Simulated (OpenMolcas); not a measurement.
An OpenMolcas run meant for Nd3+ (ANO-R2, X2C; inactive shells 1s 2s 2p 3s 3p 3d 4s 4p 4d 5s 5p; intended active space 3 electrons in 7 orbitals (4f)). One step of its input:

```
&RASSCF
FileOrb=start.orb
Symmetry=2
Spin=5
nActEl=3 0 0
Inactive=15 12
Ras2=0 7
CIRoot=35 35 1
SDav=35
CIMx=300
Iter=79 100
PrWF=0.3
OrbListing=Nothing
MaxOrb=0
Atom
>>> COPY $Project.JobIph JOB001
```

Lines from the output:

```
--- SEWARD ---
Basis set label: ND.ANO-R...8S7P4D3F1G.

      Electronic valence basis set:
      ------------------
      Associated Effective Charge  60.000000 au
      Associated Actual Charge     60.000000 au
      Nuclear Model: Finite nucleus - Gaussian distribution
        Gaussian exponent, Xi/bohr**(-2):  1.72717E+08

      Shell  nPrim  nBasis  Cartesian Spherical Contaminant
         s      25       8        X
         p      19       7        X
         d      12       4                 X
         f      10       3                 X
         g       5       1                 X
                  Relativistic X2C integrals
                  Atomic mean-field integrals
--- RASSCF ---

 Nr of active orbitals     NAC=   7
 Spin degeneracy         ISPIN=   5
 There can be no such wave function.
 ************************************************
--- Stop Module: rasscf at  /rc=_RC_INPUT_ERROR_ ---
.####################.
.# User input error #.
.####################.
```

Q: What is wrong with the input?

A: The spin multiplicity does not fit the number of active electrons: an even count needs an odd multiplicity and the reverse.
